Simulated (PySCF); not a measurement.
Perfluorobutyryl chloride, C4ClF7O.
Numbering: `[O:1]=[C:2]([Cl:3])[C:4]([F:5])([F:6])[C:7]([F:8])([F:9])[C:10]([F:11])([F:12])[F:13]`

Method used: PBE0-D3(BJ)/def2-SVP geometry optimisation, gas phase in PySCF 2.14.0.

**Question.** List the bond lengths, angles and torsions at this level.

**Answer.** 
```tsv
bond	length (Å)	order
O1=C2	1.179	double
C2–Cl3	1.746	single
C2–C4	1.550	single
C4–F5, C4–F6	1.335	single
C4–C7	1.551	single
C7–F8, C7–F9	1.336	single
C7–C10	1.544	single
C10–F11, C10–F12, C10–F13	1.324	single
```

Bonds in one row agree within 0.01 Å and their mean is given. Orders are formal, as drawn. A selection of angles:
```tsv
angle	degrees
O1–C2–Cl3	124.4
O1–C2–C4	122.5
Cl3–C2–C4	113.1
C2–C4–F5	107.7
C2–C4–F6	109.5
C2–C4–C7	115.2
F5–C4–F6	109.1
F5–C4–C7	108.2
C4–C7–F8	108.8
C4–C7–F9	107.4
C4–C7–C10	115.5
F8–C7–F9	109.2
F8–C7–C10	107.7
C7–C10–F11	111.0
C7–C10–F12	109.2
F11–C10–F12	109.2
```

Torsions: O1–C2–C4–F5 -17° (synperiplanar); C2–C4–C7–F8 62° (synclinal); C4–C7–C10–F11 -60° (synclinal). The mirror-image conformer, all signs reversed, is as good.

Of the pairs four or more bonds apart, C2···F13 is among the closest relative to their van der Waals radii: 2.84 Å, 90 % of the sum of Bondi's values.

Point group: C1 (no symmetry element, even within 0.4 Å). Not checked by PBE0-D3(BJ)/def2-SVP frequencies. The numbers are those of one conformer.
